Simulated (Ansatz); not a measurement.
The same atomization along the group C, Si, Ge.

Computed with Ansatz on PBE0-D4/def2-TZVP structures; ΔE is electronic, products minus reactants. CCSD(T)/CBS is the MP2 limit (def2-TZVPP, def2-QZVPP) plus CCSD(T) − MP2 in def2-TZVPP, frozen cores. This one scheme is used for every species, atoms too. No spin–orbit coupling; open shells (•) take unrestricted orbitals. Spin–orbit coupling would lower the free atoms: a little for C, F, Si; clearly for Ge; strongly for I. def2 core potentials past Kr. Bonds to Ge, I are less sure, by a few kJ/mol each and by 10 to 20 or more in all where they break to atoms, as the def2 sets lack core-valence functions. Scalar relativity is left out up to krypton.

```tsv
reaction	HF/CBS(def2) (kJ/mol)	CCSD(T)/CBS(def2) (kJ/mol)
`F[C](F)I`• → 2 F• + C• + I•	714	1190
`F[Si](F)I`• → 2 F• + Si• + I•	1007	1399
`[F][Ge]([F])[I]`• → 2 F• + Ge• + I•	769	1172
```

Largest T1 diagnostic: 0.014, for `F[C](F)I`•.

For atomizations the MP2-based limit and the directly extrapolated one differ by several kJ/mol either way, and by 10 to 25 for some Ge, Se and Sn compounds, so smaller differences from it don't rank the levels.
